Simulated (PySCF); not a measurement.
Te²⁺: excitation energy

Te²⁺ [Kr] 4d10 5s2 5p2 (3P) → Te²⁺ [Kr] 4d10 5s2 5p1 6s1 (3P), as a difference of total energies. Computed with PySCF 2.14 in aug-cc-pwCVTZ-DK3 (10s9p7d4f1g, 109 functions), with the spin-free X2C one-electron Hamiltonian (Gaussian nucleus). Correlated levels: valence: [Kr] 4d10 frozen; valence and next inner shell: [Ar] 3d10 frozen. The calculations carry no spin-orbit coupling.

| method | excitation energy (eV) |
| --- | --- |
| UHF | 13.023 |
| LDA | 12.855 |
| PBE | 12.726 |
| PBE0 | 12.935 |
| r2SCAN | 13.249 |
| MP2 (valence) | 13.002 |
| SCS-MP2 (valence) | 13.019 |
| MP2 (valence and next inner shell) | 13.025 |
| SCS-MP2 (valence and next inner shell) | 13.010 |

A first-order spin-orbit estimate (lowest level to lowest level, LS coupling) adds -0.030 eV.

The promoted electron is Rydberg-like, and one or two diffuse shells describe it only roughly, which tends to raise the upper state.
